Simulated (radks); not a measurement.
Results of a calculation; reference values are marked as such.
Coulomb parameter of the 4f shell of the praseodymium ion Pr3+ in the model configuration [Xe] 4f1 6s1, as a second difference U = [E(n + 1) + E(n - 1) - 2 E(n)] / (1)^2 with all orbitals relaxed. "Bare": the charge of the atom changes with n. "Screened": the 6s shell takes up the change at fixed total charge, which measures U(4f,4f) + U(6s,6s) - 2 U(4f,6s). Level of theory: scalar-relativistic Kohn-Sham, r2SCAN, spin-unpolarised, spherical densities, finite nucleus; meta-GGA in the generalised Kohn-Sham scheme; Fermi nuclear charge, rms radius 4.8919 fm (a radial shooting solver on a logarithmic mesh with Libxc functionals).

| case | configuration | E - E(n) (eV) |
|---|---|---|
| start | [Xe] 4f1 6s1 | 0.000 |
| bare +1 | [Xe] 4f2 6s1 | -30.073 |
| bare -1 | [Xe] 6s1 | 49.041 |
| screened +1 | [Xe] 4f2 | -12.736 |
| screened -1 | [Xe] 6s2 | 20.411 |

U(bare) = 18.969 eV, U(screened by 6s) = 7.675 eV, against the Slater integral F0(4f,4f) = 26.724 eV with frozen orbitals.
